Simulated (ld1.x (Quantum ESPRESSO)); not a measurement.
## Before and after: ultrasoft potential for Si

silicon, ultrasoft, made with ld1.x (Quantum ESPRESSO) 7.5 (PBE, scalar-relativistic). Core [Ne], reference 3s1 3p3. Waves: 3s (bound): rcut 1.40, rcutus 1.65 bohr; 3s channel at 4.35 Ry: rcut 1.40, rcutus 1.65 bohr; 3p (bound): rcut 1.10, rcutus 1.45 bohr; 3p channel at 2.25 Ry: rcut 1.10, rcutus 1.45 bohr. Local part: all-electron potential smoothed inside 1.15 bohr (lloc = -2). Core correction: Bessel-smoothed model core, default radius (core density twice the valence density). Augmentation charge: PSQ, inside the norm-conserving radii.

All-electron outer shells of the reference configuration (PBE, scalar-relativistic, ld1.x):

| shell | level (eV) | outermost node (bohr) | outermost maximum (bohr) |
| --- | --- | --- | --- |
| 2s | -141.15 | 0.15 | 0.45 |
| 2p | -97.20 | – | 0.39 |
| 3s | -11.56 | 0.72 | 1.77 |
| 3p | -4.67 | 0.72 | 2.11 |

Change: waves 3p (bound): rcut 1.10, rcutus 1.92 bohr; 3p channel at 2.25 Ry: rcut 1.10, rcutus 1.92 bohr.

Cutoffs: the cutoffs (Ry, on a coarse ladder) from which the occupation-weighted sum of valence levels, in a spherical-Bessel basis at the reference potential, stays within 10 and 1 mRy of its value at 400 Ry; they do not see the model core or the augmentation charge, which bear on the density cutoff. Errors are all-electron minus pseudo energies relative to the spin-unpolarised reference configuration.

**Question.** What does the change do?

**Answer.** The potential gets softer (15 Ry and 25 Ry → 10 Ry and 15 Ry); of the 7 tests that both files solve, the error grows in 1 and shrinks in 4 by more than 15 % and 0.3 meV (median size 0.4 → 0.5 meV); neither file shows a bound ghost. A larger radius leaves more room for a smooth pseudo-wave, so fewer plane waves are needed.

| quantity | base | changed |
| --- | --- | --- |
| cutoff, loose | 15 Ry | 10 Ry |
| cutoff, tight | 25 Ry | 15 Ry |
| bound ghosts | none | none |
| error for 3s2 3p2, meV [ΔE -6.81 eV] | +0.2 | 0.0 |
| error for 3s2 3p1, meV [ΔE 0.93 eV] | -0.9 | -0.5 |
| error for 3s2 3p0, meV [ΔE 16.92 eV] | -6.9 | -3.9 |
| error for 3s1 3p2, meV [ΔE 8.36 eV] | 0.0 | -0.5 |
| error for 3s1 3p0, meV [ΔE 50.89 eV] | -27 | -21 |
| error for 3s2 3p2.3, meV [ΔE -7.74 eV] | +0.4 | +0.1 |
| error for 3s2 3p1.5, meV [ΔE -3.89 eV] | -0.2 | -0.1 |
| lowest overlap eigenvalue by channel | s 0.55, p 0.77 | s 0.55, p 0.75 |
